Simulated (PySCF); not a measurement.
Rigid-rotor lines calculated for a species of formula C3H3F3O (commonest isotopes; PBE0-D3(BJ)/def2-SVP geometry optimisation, gas phase (PySCF 2.14.0)), labelled J(Ka,Kc):

| transition | MHz |
| --- | --- |
| 2(1,2) ← 1(1,1) | 8553.3 |
| 2(1,1) ← 1(1,0) | 9458.1 |
| 1(1,1) ← 0(0,0) | 5704.5 |
| 1(0,1) ← 0(0,0) | 4502.8 |
| 2(0,2) ← 1(0,1) | 8900.1 |

Find the rotational constants.

1(0,1) ← 0(0,0) is B + C, 2(1,1) ← 1(1,0) is 3B + C and 2(1,2) ← 1(1,1) is B + 3C, so B − C is half the difference of the last two, 452.4 MHz. 1(1,1) ← 0(0,0) is A + C. A = 3679.3, B = 2477.6, C = 2025.2 MHz.

What moments of inertia, asymmetry and inertial defect follow?

I = 505379 MHz·u·Å² over each constant: Ia = 137.36, Ib = 203.98, Ic = 249.54 u·Å²; κ = (2B − A − C)/(A − C) = -0.453 (asymmetric top); Δ = Ic − Ia − Ib = -91.79 u·Å².

Which dipole components do these lines need?

μa and μb (a-type: ΔKa even, ΔKc odd; b-type: both odd). The calculation gives |μa| = 1.04 D, |μb| = 2.26 D, |μc| = 0.00 D.

Where do these fall, and of which type are they? 3(2,1) ← 3(2,2); 3(1,3) ← 2(0,2); 2(2,0) ← 1(1,1); 3(3,1) ← 2(2,0); 3(2,2) ← 2(1,1); 2(1,1) ← 2(1,2); 3(1,3) ← 2(1,2); 2(0,2) ← 1(1,1); 3(0,3) ← 2(1,2); 2(2,1) ← 2(1,2); 3(3,0) ← 3(2,1).

| transition | MHz | type | branch |
| --- | --- | --- | --- |
| 3(2,1) ← 3(2,2) | 495 | a | Q |
| 2(1,1) ← 2(1,2) | 1357 | a | Q |
| 2(2,1) ← 2(1,2) | 4962 | b | Q |
| 3(3,0) ← 3(2,1) | 6720 | b | Q |
| 2(0,2) ← 1(1,1) | 7698 | b | R |
| 3(0,3) ← 2(1,2) | 12265 | b | R |
| 3(1,3) ← 2(1,2) | 12770 | a | R |
| 2(2,0) ← 1(1,1) | 13621 | b | R |
| 3(1,3) ← 2(0,2) | 13625 | b | R |
| 3(2,2) ← 2(1,1) | 17114 | b | R |
| 3(3,1) ← 2(2,0) | 20602 | b | R |

Which structure gave them?

CF3C(O)CH3 (`FC(F)(F)C(C)=O`), point group Cs. Three constants can't fix a structure by themselves; this is the one that was computed:
```
atom  x, y, z in Å
C1     1.167    0.056   -0.604
C2     0.280    0.161    0.597
O3     0.636    0.434    1.708
C4    -1.218   -0.115    0.328
F5    -1.369   -1.347   -0.171
F6    -1.941   -0.008    1.424
F7    -1.681    0.751   -0.579
H8     2.199    0.293   -0.319
H9     1.111   -0.962   -1.020
H10    0.818    0.743   -1.389
```

PBE0-D3(BJ)/def2-SVP frequencies: not computed here. No vibrational averaging or centrifugal distortion is included, and the geometry carries the error of its method. A rigid rotor knows nothing of internal rotation, which can split or shift real lines.

Hardware: one thread of an Arm Neoverse V2, no GPU, shared host. Cost: 41 s. These figures are those of the optimisation.
